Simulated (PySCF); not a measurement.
Level of theory: PBE-D3(BJ)/def2-TZVP // PBE0-D3(BJ)/def2-TZVP (PySCF). All species are isolated molecules in the gas phase. 

Reference species (SMILES): `IB(I)I` (neutral, multiplicity 1).

The dipole moment is 0.00 D.

Changed species: `BI` (whole molecule; the reference has whole molecule).

Question: Give the shifts of the dipole moment.

Answer: the dipole moment rises by 0.15 D, to 0.15 D.
